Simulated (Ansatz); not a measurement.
Relaxation of ClH$_{8}$NSiSn (12 atoms, charge 0, multiplicity 1), to a largest force component of 0.03 eV/Å in at most 50 steps.

Method: Ansatz, RKS PBE-D4/def2-mTZVP.

```xyz
12
Properties=species:S:1:pos:R:3
Sn -0.569 0.248 -0.253
Cl 0.576 -1.579 2.649
H 0.733 0.992 0.576
H -1.147 1.280 -1.517
H -0.246 -1.329 -0.854
N -2.103 0.004 1.154
H -2.728 -0.768 0.905
Si -2.882 1.345 1.968
H -3.703 0.830 3.112
H -1.797 2.241 2.475
H -3.785 2.174 1.095
H -0.653 -1.039 2.518
```

Question: Where does it end, and by what steps?

Answer: The run converged. The force dipped under the threshold on the way, but the program's further checks kept it going. After 39 steps the energy has fallen by 1.000 eV; H3 moved furthest, 1.79 Å. Parted: Sn1–N6 (2.10 → 3.04 Å), Cl2–H12 (1.35 → 2.68 Å). Joined: Sn1–Cl2 (3.62 → 2.40 Å), N6–H12 (2.25 → 1.02 Å).

| step | energy less start (eV) | largest force component (eV/Å) | accepted |
| --- | --- | --- | --- |
| 0 | 0.0000 | 0.542 | yes |
| 2 | -0.1864 | 0.339 | yes |
| 4 | -0.2311 | 0.826 | no |
| 6 | -0.2694 | 0.271 | yes |
| 8 | -0.2863 | 0.218 | yes |
| 10 | -0.3645 | 0.298 | yes |
| 12 | -0.4410 | 1.565 | yes |
| 14 | -0.5421 | 0.465 | yes |
| 16 | -0.5905 | 0.282 | yes |
| 18 | -0.6170 | 0.150 | yes |
| 20 | -0.6961 | 0.326 | yes |
| 22 | -0.8242 | 0.520 | yes |
| 24 | -0.9127 | 0.203 | yes |
| 26 | -0.9277 | 0.394 | yes |
| 28 | -0.9623 | 0.263 | yes |
| 30 | -0.9922 | 0.122 | yes |
| 32 | -0.9919 | 0.296 | no |
| 34 | -0.9976 | 0.052 | yes |
| 36 | -0.9985 | 0.012 | yes |
| 38 | -0.9994 | 0.052 | yes |
| 39 | -1.0000 | 0.019 | yes |

```xyz
12
Properties=species:S:1:pos:R:3
Sn 0.250 0.211 -0.037
Cl 0.848 -0.537 2.160
H 1.824 0.435 -0.725
H -0.560 1.719 0.075
H -0.566 -1.058 -0.859
N -2.338 -0.339 1.452
H -2.939 -0.974 0.922
Si -3.100 1.124 2.061
H -4.159 0.921 3.109
H -2.023 1.980 2.642
H -3.733 1.803 0.889
H -1.807 -0.884 2.137
```

Whether the end is a true minimum wasn't checked by a vibrational analysis.

The run took 80 s on 4 threads of Intel(R) Xeon(R) Platinum 8488C (Sapphire Rapids), with other jobs on the host, peak memory 0.21 GiB.
